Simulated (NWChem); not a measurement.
System meant: CH$_{3}$F$_{3}$Sn; SMILES F[C](F)(F)[SnH3]

NWChem input:

```
start job
memory heap 200 mb stack 900 mb global 1100 mb
geometry units angstroms noautoz
  Sn     0.000000     0.000000     0.968637
  C      0.000000     0.000000    -1.234695
  F      0.868079     0.892304    -1.730679
  F     -1.206797     0.305627    -1.730679
  F      0.338718    -1.197930    -1.730679
  H      1.577816    -0.405316     1.475242
  H     -1.139922    -1.163771     1.475242
  H     -0.437894     1.569086     1.475242
end
basis spherical
  Sn library def2-svp
  C library def2-svp
  F library def2-svp
  H library def2-svp
end
ecp
  Sn library def2-ecp
end
dft
  xc b3lyp
  iterations 4
  mulliken
end
task dft energy
```

End of the output:

```
    Atom       Charge   Shell Charges
 -----------   ------   -------------------------------------------------------
    1 Sn  22    21.60   1.18  0.77  0.73  0.40  3.01  2.87  1.49  0.95  9.43  0.78
    2 C    6     5.95   1.96  0.64  0.36  1.68  0.97  0.35
    3 F    9     9.07   1.98  1.02  0.73  3.23  2.10  0.01
    4 F    9     9.07   1.98  1.02  0.73  3.23  2.10  0.01
    5 F    9     9.07   1.98  1.02  0.73  3.23  2.10  0.01
    6 H    1     1.08   0.60  0.45  0.03
    7 H    1     1.08   0.60  0.45  0.03
    8 H    1     1.08   0.60  0.45  0.03

 center of mass
 --------------
 x =   0.00000000 y =   0.00000000 z =   0.07991934

 moments of inertia (a.u.)
 ------------------
        1265.030100585287          -0.000000000000          -0.000000000000
          -0.000000000000        1265.030100585286          -0.000000000000
          -0.000000000000          -0.000000000000         344.082480390629

     Multipole analysis of the density
     ---------------------------------

     L   x y z        total         alpha         beta         nuclear
     -   - - -        -----         -----         ----         -------
     0   0 0 0      0.000000    -29.000000    -29.000000     58.000000

     1   1 0 0     -0.000000     -0.000000     -0.000000     -0.000000
     1   0 1 0     -0.000000     -0.000000     -0.000000      0.000000
     1   0 0 1      0.822479     26.431095     26.431095    -52.039710

     2   2 0 0    -35.709312    -62.318922    -62.318922     88.928531
     2   1 1 0      0.000000      0.000000      0.000000      0.000000
     2   1 0 1     -0.000000     -0.000000     -0.000000      0.000000
     2   0 2 0    -35.709312    -62.318922    -62.318922     88.928531
     2   0 1 1     -0.000000     -0.000000     -0.000000     -0.000000
     2   0 0 2    -36.189616   -225.854647   -225.854647    415.519678

 ------------------------------------------------------------------------
 dft energy failed                                                                                  0
 ------------------------------------------------------------------------
 ------------------------------------------------------------------------
  current input line :
    27: task dft energy
 ------------------------------------------------------------------------
 ------------------------------------------------------------------------
 This type of error is most commonly associated with calculations not reaching convergence criteria
 ------------------------------------------------------------------------
 For more information see the NWChem manual at https://nwchemgit.github.io

0:dft energy failed:Received an Error in Communication
```

**Question.** Find the fault in this run and fix the input.

**Answer.** Convergence was not reached. Cause: the SCF was allowed too few iterations. This input runs:
```
start job
memory heap 200 mb stack 900 mb global 1100 mb
geometry units angstroms noautoz
  Sn     0.000000     0.000000     0.968637
  C      0.000000     0.000000    -1.234695
  F      0.868079     0.892304    -1.730679
  F     -1.206797     0.305627    -1.730679
  F      0.338718    -1.197930    -1.730679
  H      1.577816    -0.405316     1.475242
  H     -1.139922    -1.163771     1.475242
  H     -0.437894     1.569086     1.475242
end
basis spherical
  * library def2-svp
end
ecp
  Sn library def2-ecp
end
dft
  xc b3lyp
  iterations 150
  mulliken
end
task dft energy
```
It converges to -553.50814 Ha (B3LYP/def2-SVP with def2 effective core potentials on Sn).
